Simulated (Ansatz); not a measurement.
```yaml
crystal:
  periodic: [false, false, false]
  atoms:
    - {symbol: K, position_ang: [-0.998777, -1.797399, -3.284064]}
    - {symbol: F, position_ang: [-1.897287, -2.261428, -1.058391]}
    - {symbol: K, position_ang: [0.312600, -3.208861, -0.143769]}
    - {symbol: F, position_ang: [0.490658, -3.326290, 2.264783]}
    - {symbol: F, position_ang: [1.212582, -2.317472, -2.391253]}
    - {symbol: K, position_ang: [-1.600946, -0.014336, -0.164797]}
    - {symbol: F, position_ang: [0.853219, -0.405302, 0.615573]}
    - {symbol: K, position_ang: [0.802024, -1.161719, 3.082369]}
    - {symbol: K, position_ang: [1.850925, -0.010712, -1.761255]}
    - {symbol: F, position_ang: [1.857055, 2.462387, -1.060906]}
    - {symbol: K, position_ang: [1.305784, 2.002552, 1.289036]}
    - {symbol: F, position_ang: [0.038757, 1.267682, 3.427279]}
    - {symbol: F, position_ang: [-0.685542, 0.629965, -2.512017]}
    - {symbol: K, position_ang: [-0.388204, 2.994405, -1.828779]}
    - {symbol: F, position_ang: [-1.275536, 2.578530, 0.578495]}
    - {symbol: K, position_ang: [-1.877324, 2.567997, 2.947706]}
basis:
  gaussian: {orbitals: def2-TZVP, initial_orbitals: start.molden}
hamiltonian: {xc: pbe0, dispersion: d4}
scf: {omitted_lower_state_checks: [starts]}
output: {forces: true, orbitals: {seedname: orbitals}}
```

The file start.molden holds the orbitals of an earlier run on this structure, at another level or in another basis.

```sh
$ ansatz run in.yaml --threads 4 --pin off --events-out ev --progress --plain --max-ram 6963MiB
```

Does this run fit into the memory that it is given?

No. It has 512 basis functions, and Ansatz plans for 9 GiB where 7 GiB are given.
